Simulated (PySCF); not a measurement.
Si(Me)(OH)3 (CH6O3Si), SMILES O[Si](C)(O)O.

Geometry optimised at B3LYP-D3(BJ)/def2-SVP. The geometry has at least one imaginary mode, so it is a saddle point at that level. One conformer was computed; it need not be the lowest.

Two levels are set side by side: PBE/def2-TZVP (PySCF) and CAM-B3LYP/def2-TZVP (PySCF). Same geometry, gas phase. Differences are taken from unrounded values.

```csv
quantity,CAM-B3LYP
orbital gap (eV),11.38
highest occupied level (eV),-10.07
lowest empty level (eV),1.31
dipole moment (D),1.42
mean polarisability (bohr³),44.8
```

Problem. What does PBE give, and how far is it from CAM-B3LYP? (An estimate is asked for; the answer gives what the named calculation found.)

Solution. 
```json
[
 {"quantity": "orbital gap (eV)", "PBE": "6.71", "PBE minus CAM-B3LYP": "-4.67"},
 {"quantity": "highest occupied level (eV)", "PBE": "-7.00", "PBE minus CAM-B3LYP": "3.07"},
 {"quantity": "lowest empty level (eV)", "PBE": "-0.29", "PBE minus CAM-B3LYP": "-1.60"},
 {"quantity": "dipole moment (D)", "PBE": "1.34", "PBE minus CAM-B3LYP": "-0.08"},
 {"quantity": "mean polarisability (bohr³)", "PBE": "47.6", "PBE minus CAM-B3LYP": "2.8"}
]
```

PBE's occupied levels lie high since its potential decays too fast outside the molecule; exact exchange lowers them and widens the gap. PBE's more diffuse valence density responds more strongly to a field. Differences between two approximate levels are no errors against the true value.

Rough cost on one machine, each run with all the roots and properties that it gave: CAM-B3LYP against PBE within a factor of 2.
